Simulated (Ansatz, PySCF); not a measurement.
CH8N2OSi, SMILES N[Si@@H](O)NC. Atoms are numbered in the order given.

```xyz
13

C      2.0909    -0.4891     1.0998
N      1.2147     0.2748     0.2363
Si    -0.4838     0.0747     0.0404
N     -1.0975     1.6049    -0.4329
O     -1.0445    -0.9238    -1.1836
H      1.4938    -1.0154     1.8618
H      2.8049     0.1567     1.6433
H      2.6834    -1.2573     0.5645
H      1.6980     0.8271    -0.4668
H     -0.9241    -0.5403     1.3322
H     -1.9777     1.6841    -0.9295
H     -0.8409     2.4570     0.0509
H     -1.1242    -1.8550    -0.9490
```
Charge 0, spin multiplicity 1.

Coordinates come from a B3LYP-D3(BJ)/def2-SVP optimisation. The structure was generated by enumeration; whether it is a known compound was not checked. Other conformers were not sampled.

Two levels are set side by side: PBE-D3(BJ)/def2-SVP (Ansatz, a program for electronic structure) and B3LYP-D3(BJ)/def2-SVP (Ansatz). Each level has its own optimised geometry; the coordinates shown are those of the second. Frequencies come from the Hessian of PySCF at each geometry. Differences are taken from unrounded values.

| quantity | B3LYP-D3(BJ) | PBE-D3(BJ) | PBE-D3(BJ) minus B3LYP-D3(BJ) |
|---|---|---|---|
| mean bond length (Å) | 1.282 | 1.290 | 0.009 |
| bond C1–N2 (Å) | 1.448 | 1.448 | 0.000 |
| bond N2–Si3 (Å) | 1.721 | 1.731 | 0.010 |
| bond Si3–N4 (Å) | 1.715 | 1.726 | 0.011 |
| bond Si3–O5 (Å) | 1.676 | 1.690 | 0.013 |
| bond C1–H6 (Å) | 1.102 | 1.110 | 0.008 |
| bond C1–H7 (Å) | 1.105 | 1.114 | 0.008 |
| bond C1–H8 (Å) | 1.108 | 1.116 | 0.008 |
| bond N2–H9 (Å) | 1.016 | 1.024 | 0.007 |
| bond Si3–H10 (Å) | 1.497 | 1.513 | 0.016 |
| bond N4–H11 (Å) | 1.014 | 1.021 | 0.007 |
| bond N4–H12 (Å) | 1.013 | 1.020 | 0.007 |
| bond O5–H13 (Å) | 0.964 | 0.972 | 0.009 |
| highest harmonic wavenumber (cm⁻¹) | 3882 | 3772 | -110 |
| mean harmonic wavenumber (cm⁻¹) | 1378 | 1343 | -35 |
| zero-point energy (kcal/mol) | 65.00 | 63.36 | -1.63 |

GGA bonds tend to be longer and softer than those of functionals with exact exchange. Differences between two approximate levels are no errors against the true value.
